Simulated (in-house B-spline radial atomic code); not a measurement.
Computed with a B-spline radial atomic code. Model: two electrons, singlet ground state, non-relativistic, full CI in B-splines with partial waves to l = 8 (at full coupling up to 3e-4 hartree above the limit, correlation up to 0.6 % small), density held at that of full coupling by Lieb maximisation.

W(λ) is the mean repulsion in the state of coupling λ less the Hartree energy of the fixed density. Its start is exact exchange, its initial slope is twice the second-order Görling-Levy correlation energy, and its area from 0 to 1 is E_xc. A straight curve means weak, dynamic correlation, and a curve that drops fast and flattens means strong correlation.

Command:
```bash
python run_ac.py task.json out
```
Settings (lengths in bohr, energies in hartree):
```
potential              dot
strength               4.57
lmax                   8
second                 2
```

Run time, properties included: 5.5 s on 1 thread of Intel(R) Xeon(R) Processor @ 2.30GHz, on a shared host.

**W = mean repulsion less Hartree energy, and W of three functionals.**

Given: confinement charge in harmonic well; well frequency 4.57 hartree; nuclear charge 2; external potential omega^2 r^2/2 - Z/r.

Computed: LDA exchange minus exact 305.46 millihartree; PBE exchange minus exact 79.763 millihartree.

```json
{"coupling": "0", "W xc (hartree)": "-2.0734", "W xc minus exchange (millihartree)": "0", "kinetic minus Kohn-Sham (millihartree)": "0", "LDA (PW92) W minus its exchange (millihartree)": "0", "PBE W minus its exchange (millihartree)": "0", "SCAN W minus its exchange (millihartree)": "0"}
{"coupling": "0.02", "W xc (hartree)": "-2.0753", "W xc minus exchange (millihartree)": "-1.855", "kinetic minus Kohn-Sham (millihartree)": "0", "LDA (PW92) W minus its exchange (millihartree)": "-13.68", "PBE W minus its exchange (millihartree)": "-2.48", "SCAN W minus its exchange (millihartree)": "-1.89"}
{"coupling": "0.05", "W xc (hartree)": "?", "W xc minus exchange (millihartree)": "?", "kinetic minus Kohn-Sham (millihartree)": "?", "LDA (PW92) W minus its exchange (millihartree)": "?", "PBE W minus its exchange (millihartree)": "?", "SCAN W minus its exchange (millihartree)": "?"}
{"coupling": "0.12", "W xc (hartree)": "?", "W xc minus exchange (millihartree)": "?", "kinetic minus Kohn-Sham (millihartree)": "?", "LDA (PW92) W minus its exchange (millihartree)": "?", "PBE W minus its exchange (millihartree)": "?", "SCAN W minus its exchange (millihartree)": "?"}
{"coupling": "0.25", "W xc (hartree)": "-2.096", "W xc minus exchange (millihartree)": "-22.609", "kinetic minus Kohn-Sham (millihartree)": "2.8", "LDA (PW92) W minus its exchange (millihartree)": "-96.83", "PBE W minus its exchange (millihartree)": "-30.46", "SCAN W minus its exchange (millihartree)": "-22.49"}
{"coupling": "0.4", "W xc (hartree)": "-2.109", "W xc minus exchange (millihartree)": "-35.589", "kinetic minus Kohn-Sham (millihartree)": "7", "LDA (PW92) W minus its exchange (millihartree)": "-134.66", "PBE W minus its exchange (millihartree)": "-47.82", "SCAN W minus its exchange (millihartree)": "-35.17"}
{"coupling": "0.6", "W xc (hartree)": "-2.1257", "W xc minus exchange (millihartree)": "-52.252", "kinetic minus Kohn-Sham (millihartree)": "15.3", "LDA (PW92) W minus its exchange (millihartree)": "-176.93", "PBE W minus its exchange (millihartree)": "-69.84", "SCAN W minus its exchange (millihartree)": "-51.33"}
{"coupling": "0.8", "W xc (hartree)": "-2.1417", "W xc minus exchange (millihartree)": "-68.217", "kinetic minus Kohn-Sham (millihartree)": "26.5", "LDA (PW92) W minus its exchange (millihartree)": "-213.22", "PBE W minus its exchange (millihartree)": "-90.65", "SCAN W minus its exchange (millihartree)": "-66.73"}
{"coupling": "1", "W xc (hartree)": "-2.157", "W xc minus exchange (millihartree)": "-83.524", "kinetic minus Kohn-Sham (millihartree)": "40.3", "LDA (PW92) W minus its exchange (millihartree)": "-245.32", "PBE W minus its exchange (millihartree)": "-110.34", "SCAN W minus its exchange (millihartree)": "-81.46"}
{"coupling": "1.4", "W xc (hartree)": "-2.1857", "W xc minus exchange (millihartree)": "-112.31", "kinetic minus Kohn-Sham (millihartree)": "74.7", "LDA (PW92) W minus its exchange (millihartree)": "-300.7", "PBE W minus its exchange (millihartree)": "-146.78", "SCAN W minus its exchange (millihartree)": "-109.11"}
{"coupling": "2", "W xc (hartree)": "-2.2248", "W xc minus exchange (millihartree)": "-151.38", "kinetic minus Kohn-Sham (millihartree)": "140.9", "LDA (PW92) W minus its exchange (millihartree)": "-368.86", "PBE W minus its exchange (millihartree)": "-195.29", "SCAN W minus its exchange (millihartree)": "-146.71"}
{"coupling": "3", "W xc (hartree)": "-2.2808", "W xc minus exchange (millihartree)": "-207.41", "kinetic minus Kohn-Sham (millihartree)": "280.1", "LDA (PW92) W minus its exchange (millihartree)": "-457.89", "PBE W minus its exchange (millihartree)": "-263.54", "SCAN W minus its exchange (millihartree)": "-201.09"}
{"coupling": "4.5", "W xc (hartree)": "-2.3485", "W xc minus exchange (millihartree)": "-275.06", "kinetic minus Kohn-Sham (millihartree)": "531.7", "LDA (PW92) W minus its exchange (millihartree)": "-557.66", "PBE W minus its exchange (millihartree)": "-345.11", "SCAN W minus its exchange (millihartree)": "-267.97"}
{"coupling": "7", "W xc (hartree)": "-2.4317", "W xc minus exchange (millihartree)": "-358.22", "kinetic minus Kohn-Sham (millihartree)": "1003.7", "LDA (PW92) W minus its exchange (millihartree)": "-674.87", "PBE W minus its exchange (millihartree)": "-446.05", "SCAN W minus its exchange (millihartree)": "-352.63"}
{"coupling": "10", "W xc (hartree)": "-2.5014", "W xc minus exchange (millihartree)": "-428", "kinetic minus Kohn-Sham (millihartree)": "1590.6", "LDA (PW92) W minus its exchange (millihartree)": "-772.24", "PBE W minus its exchange (millihartree)": "-532.97", "SCAN W minus its exchange (millihartree)": "-425.89"}
```

(1) What belongs in the row 0.05?

(2) What belongs in the row 0.12?

(3) What is the SCAN exchange minus exact?

**Energy parts, natural occupations and partial-wave weights.**

Computed: total energy 4.6227 hartree; exchange energy -2.0734 hartree; initial slope twice GL2 -0.092968 hartree; kinetic part over minus potential part 0.482; Hartree energy 4.1469 hartree; Kohn-Sham kinetic 10.079 hartree; Lieb Oxford ratio E_xc over LDA exchange 1.1972.

| natural | occupation of the shell (electrons) |
| --- | --- |
| s | 1.996 |
| p | 0.0032382 |
| s | 0.00050504 |
| d | 0.00015435 |
| p | ? |
| f | 2.0453e-05 |

(4) What belongs in the row p?

```csv
wave,weight
s,0.99825
p,?
d,8.2582e-05
f,1.1583e-05
g,2.7082e-06
```

(5) What belongs in the row p?

(6) What is the correlation energy?

(7) What is the kinetic part of the DFT correlation energy?

Results:

(1) W xc (hartree): -2.0781; W xc minus exchange (millihartree): -4.623; kinetic minus Kohn-Sham (millihartree): 0.1; LDA (PW92) W minus its exchange (millihartree): -28.67; PBE W minus its exchange (millihartree): -6.2; SCAN W minus its exchange (millihartree): -4.68.

(2) W xc (hartree): -2.0844; W xc minus exchange (millihartree): -11.009; kinetic minus Kohn-Sham (millihartree): 0.7; LDA (PW92) W minus its exchange (millihartree): -56.43; PBE W minus its exchange (millihartree): -14.82; SCAN W minus its exchange (millihartree): -11.05.

(3) 11.869 millihartree.

(4) occupation of the shell (electrons): 5.3729e-05.

(5) weight: 0.0016479.

(6) -0.043266 hartree.

(7) 0.040258 hartree.

Half-way to full coupling W has made 53 % of its drop, against 50 % for a straight line, and second-order (GL2) theory, half the initial slope, overshoots the correlation energy by about 7 %: correlation is weak here. Over couplings 0 to 1 the errors in E_xc come to about +202 millihartree for LDA, +65 millihartree for PBE, +13 millihartree for SCAN, so SCAN is nearest. In LDA and PBE the errors of exchange and correlation have opposite signs, so the sum is smaller than the larger of the two.
